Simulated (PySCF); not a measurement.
# Checking a proposed structure

A compound C4H11NO3Si2 gives the data below (simulated from a calculation) and was assigned the structure `C=N[SiH2][Si@H](OC)C(=O)OC`.

13C{1H} NMR (computed): δ 195.2 (C), 171.5 (C), 68.1 (CH2), 43.6 (CH2).

1H NMR (600 MHz, computed): δ 8.23 (br, 1H), 4.59 (t, 2H), 4.43 (br, 1H), 4.22 (q, 2H), 3.63 (t, 3H), 2.44 (t, 2H).

Computed data (PySCF): GFN2-xTB geometry, shieldings: GIAO PBE0/pcSseg-1. Relativity neglected, single conformer, one averaged value for each set of equivalent atoms, no solvent.

References, each an isolated molecule treated in the same way: 1H (31.72 ppm) and 13C (186.93 ppm) vs TMS.

(1) Compare with the shifts computed for the proposed structure, pairing carbons in order of shift.

(2) Which isomer fits?

## Answers

(1) Structure with atom numbers: `[CH2:1]=[N:2][SiH2:3][Si@H:4]([O:5][CH3:6])[C:7](=[O:8])[O:9][CH3:10]`. Hydrogens are named by the atom that carries them.

| atom | computed for proposal | given list | difference |
| --- | --- | --- | --- |
| C7 | 192.4 | 195.2 | -2.8 |
| C1 | 173.5 | 171.5 | +2.0 |
| C6 | 54.7 | 68.1 | -13.4 |
| C10 | 51.4 | 43.6 | +7.8 |

The rms difference is 7.9 ppm and the largest -13.4 ppm at C6 (methyl carbon bonded to O). The carbon types in order of shift don't match either: C, CH2, CH3, CH3 for the proposal against C, C, CH2, CH2 in the data. The proposal doesn't fit.

(2) SMILES O=C(N)CCOC(=O)[SiH2][SiH3].

Carbon types of the structure: 2 × C, 2 × CH2, leaving 7 H on heteroatoms. δC 195.2: carbonyl carbon. δC 171.5: amide carbonyl carbon; it is a carbonyl in resonance with an O or N lone pair, the region of acids, esters and amides. δC 68.1: sp3 CH2 bonded to O; deshielded by the electronegative neighbour. δH 8.23, 4.43: hydrogen on an amide-type nitrogen; exchangeable; this is the value without hydrogen bonding to other molecules.

Other isomers checked: C=C(OC(=O)OC)N([SiH3])[SiH3] (rms 20.1 ppm); CN[SiH2]OC(=O)/C=C/O[SiH3] (rms 23.1 ppm).

The data come from this structure; uniqueness wasn't tested.

OH and NH positions are those of a molecule without intermolecular hydrogen bonds; in solution they move with solvent, concentration and temperature, and exchange usually removes their couplings. The two substituents on the amide-type nitrogen aren't averaged: C–N rotation is slow on the NMR time scale. Shifts are as computed. Against solution values, carbons near 30 ppm lie about +3 ppm off and those near 130 ppm about +5 ppm. Of 1309 compounds with measured shifts, 239 miss one by over three times the rms of a fit or turn the order of signals round; such compounds aren't used in these exercises. Hydrogen bonding in solution deshields acid and N–H amide carbonyl carbons by as much as 10 ppm beyond these values. No couplings were computed; multiplicities are counted from neighbouring protons, with m where these are inequivalent, close in shift, in a saturated or five-membered ring or joined by F or P, and br s for small geminal =CH2 splittings.
